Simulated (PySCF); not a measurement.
A side-by-side comparison of computed properties.

First species: C6H7NO2.
Cartesian coordinates in Å at the GFN2-xTB level; atoms count from 1:
```
atom  x, y, z in Å
C1    -1.7758    0.8069    1.3572
C2    -0.9772    0.5925    0.1104
O3    -0.9188    1.3592   -0.8095
C4    -0.1654   -0.7211    0.1223
C5    -0.4290   -1.4828   -1.0673
N6    -0.6501   -2.1044   -2.0004
C7     1.3137   -0.2858    0.2254
C8     1.9150    0.1444   -1.0679
O9     1.8552   -0.2722    1.2960
H10   -2.5141    0.0140    1.4668
H11   -2.2788    1.7697    1.3180
H12   -1.1110    0.7722    2.2195
H13   -0.4216   -1.3168    1.0037
H14    1.2590    0.8753   -1.5427
H15    1.9893   -0.7114   -1.7382
H16    2.9020    0.5692   -0.9048
```

Second species: C₆H₄F₃N.
Cartesian coordinates in Å at the GFN2-xTB level; atoms count from 1:
```xyz
14
C6H4F3N angstrom
C     -2.0058    0.4896   -0.9140
C     -1.1077   -0.4112   -0.1162
C      0.1953   -0.4093   -0.1907
C      1.4905   -0.3825   -0.2400
C      2.3084    0.5131    0.6456
F      2.9607    1.4492   -0.0685
F      1.5768    1.1662    1.5549
F      3.2487   -0.1709    1.3145
C     -1.7457   -1.3274    0.7606
N     -2.2920   -2.0581    1.4513
H     -1.4174    1.1254   -1.5696
H     -2.6953   -0.1085   -1.5081
H     -2.5910    1.1108   -0.2371
H      2.0739   -0.9868   -0.9198
```

Levels: PBE0/def2-SVPD for dipole moment, HOMO energy, LUMO energy, HOMO–LUMO gap, static isotropic polarisability and electronic spatial extent ⟨r²⟩ about the centre of nuclear charge; TDDFT PBE0/def2-SVPD for lowest singlet excitation; TDA PBE0/def2-SVPD for lowest triplet excitation (Tamm–Dancoff); GFN2-xTB for rotational constant A and rotational constant C. Geometries: GFN2-xTB. Each species is one conformer at its optimised geometry, gas phase, non-relativistic unless stated; the electronic structure was computed with PySCF and density fitting.

Dipoles, sizes and rotational constants follow the conformer. The torsions of the flexible species, by atom-mapped SMILES:
- `[CH3:1][C:2](=[O:3])[CH:4]([C:5]#[N:6])[C:7]([CH3:8])=[O:9]`: C1–C2–C4–C5 128°, C2–C4–C7–C8 -80°
- `[CH3:1][C:2](=[C:3]=[CH:4][C:5]([F:6])([F:7])[F:8])[C:9]#[N:10]`: C3–C4–C5–F6 -114°

```csv
property,column X,column Y
dipole moment,2.84 D,3.86 D
HOMO energy,-8.10 eV,-8.54 eV
LUMO energy,-1.98 eV,-1.81 eV
HOMO–LUMO gap,6.12 eV,6.73 eV
lowest singlet excitation,4.28 eV,5.39 eV
lowest triplet excitation (Tamm–Dancoff),3.68 eV,3.89 eV
static isotropic polarisability,78.6 au,82.1 au
electronic spatial extent ⟨r²⟩ about the centre of nuclear charge,1138 bohr²,1775 bohr²
rotational constant A,1.781 GHz,2.597 GHz
rotational constant C,1.162 GHz,0.599 GHz
```

(1) Which column belongs to which species?

(2) How does each property change from the first species to the second?

Answers

(1) Column X is the first species and column Y the second. The first has 16 atoms and 66 electrons, the second 14 and 74.

(2) dipole moment +1.02 D; HOMO energy -0.44 eV; LUMO energy +0.17 eV; HOMO–LUMO gap +0.61 eV; lowest singlet excitation +1.11 eV; lowest triplet excitation (Tamm–Dancoff) +0.21 eV; static isotropic polarisability +3.5 au; electronic spatial extent ⟨r²⟩ about the centre of nuclear charge +637 bohr²; rotational constant A +0.816 GHz; rotational constant C -0.563 GHz.

On the first: The vertical singlet–triplet gap S1 − T1 is 0.60 eV (TDDFT singlet less Tamm–Dancoff triplet; S1: HOMO→LUMO, weight 0.82; T1: HOMO→LUMO, weight 0.79). The polarisability is 11.65 Å³ as a volume (1 au = 0.148185 Å³), or 1.19 au for each of the 66 electrons.

On the second: The polarisability is 12.17 Å³ as a volume (1 au = 0.148185 Å³), or 1.11 au for each of the 74 electrons. In atomic units the dipole is 1.52 e·bohr (1 au = 2.5417 D).
